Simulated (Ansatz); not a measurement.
Diatomic NaBe, multiplicity 2 (lowest of 2S+1 = 2, 4 at CCSD(T)/def2-TZVPP on PBE0 minima; our sources give no spin for the ground state, which may be another).

D_e counts from the fitted minimum to each atom's lowest state at the same level, without counterpoise.

Correlated levels freeze the inner cores; with def2 sets outer-core shells near the valence are correlated too.

Programs: Ansatz (Gaussian basis) for Hartree–Fock, density functionals and correlated methods. 

PBE/def2-TZVPP gives 0.429 eV for the bond energy D_e.

**Question.** Predict the shift from PBE, with its sign, for: r2SCAN/def2-TZVPP, PBE0/def2-TZVPP, wB97M-V/def2-TZVPP, B2PLYP/def2-TZVPP, CCSD(T)/def2-QZVPP.

**Answer.** r2SCAN/def2-TZVPP 0.022; PBE0/def2-TZVPP -0.069; wB97M-V/def2-TZVPP -0.284; B2PLYP/def2-TZVPP -0.228; CCSD(T)/def2-QZVPP -0.270 eV. 1 of 5 lie above PBE; the widest gap is to wB97M-V/def2-TZVPP.

Doubts at one or more of the structures used: a spin-contaminated determinant (CCSD(T)/def2-QZVPP).

Ansatz is a first-principles code.
